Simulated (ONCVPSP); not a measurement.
# What one change does to a pseudopotential (zirconium (Zr), ONCV)

* Element: Zr
* Generator: ONCVPSP 4.0.1
* Type: optimised norm-conserving Vanderbilt (ONCV)
* Functional: LDA (Perdew-Zunger)
* Relativity: scalar-relativistic
* Frozen core: [Ar] 3d10
* Valence charge: 12
* Reference configuration: 4s2 4p6 4d2 5s2
* Partial waves: 4s+5s: rc 2.35 bohr, ncon 4, nbas 7, qcut 4.2 1/bohr, 2 projectors; 4p: rc 1.50 bohr, ncon 4, nbas 7, qcut 5.9 1/bohr, 3 projectors, debl 0.4 Ha; 4d: rc 2.90 bohr, ncon 5, nbas 10, qcut 5.1 1/bohr, 2 projectors, debl 3.1 Ha; f scattering state at 0.12 Ha: rc 3.00 bohr, ncon 5, nbas 8, qcut 3.7 1/bohr, 1 projector
* Local potential: polynomial inside 1.00 bohr (lpopt 1, dvloc0 0 Ha)
* Core correction: polynomial model core, fcfact 0.7

In the p channel the program set the typed energies aside and used -1.194, 0.250, 0.650 Ha.

Change: d: nproj 3.

Cutoffs: the cutoffs (Ha) at which the residual kinetic energy of the hardest occupied pseudo-wave falls to 1 and 0.1 mHa per electron; they do not see the model core or the augmentation charge, which bear on the density cutoff. Errors are all-electron minus pseudo energies relative to the spin-unpolarised reference configuration.

Problem. What does the change do?

Solution. The potential gets neither clearly harder nor softer (20 Ha and 59 Ha → 20 Ha and 59 Ha); of the 4 tests that both files solve, the error grows in 1 and shrinks in 0 by more than 15 % and 0.3 meV (median size 8.5 → 7.8 meV); the range in which the d phases agree widens (upper end 0.7 → at the end of the scan); neither file shows a bound ghost.

```csv
quantity,base,changed
"cutoff, loose",20 Ha,20 Ha
"cutoff, tight",59 Ha,59 Ha
bound ghosts,none,none
GHOST(+) flags under 300 eV,"f at 40.5 eV, s at 46.9 eV","f at 40.5 eV, s at 46.9 eV"
"error for 4s2 4p6 4d2 5s1, meV [ΔE 7.35 eV]",-2.5,-2.3
"error for 4s2 4p6 4d2 5s0, meV [ΔE 20.59 eV]",-14,-13
"error for 4s2 4p6 4d1 5s0, meV [ΔE 43.41 eV]",+16,+20
"error for 4s2 4p6 4d2 5s1.5, meV [ΔE 2.97 eV]",-0.7,-0.6
s: phases at 2.39 bohr within 0.05 rad from the reference energy up to (Ha; the scan ends near 5),1.6,1.6
p: phases at 1.53 bohr within 0.05 rad from the reference energy up to (Ha; the scan ends near 5),to the end of the scan,to the end of the scan
d: phases at 2.95 bohr within 0.05 rad from the reference energy up to (Ha; the scan ends near 5),0.7,to the end of the scan
f: phases at 3.04 bohr within 0.05 rad from the reference energy up to (Ha; the scan ends near 5),1.4,1.4
"rms error of d²Exc/dni dnj with the model core, mHa",1.73,1.73
```

Changed file: The cutoffs count occupied waves only; projector 3 of the d channel, the hardest unoccupied one, needs 49 Ha at the loose tolerance.
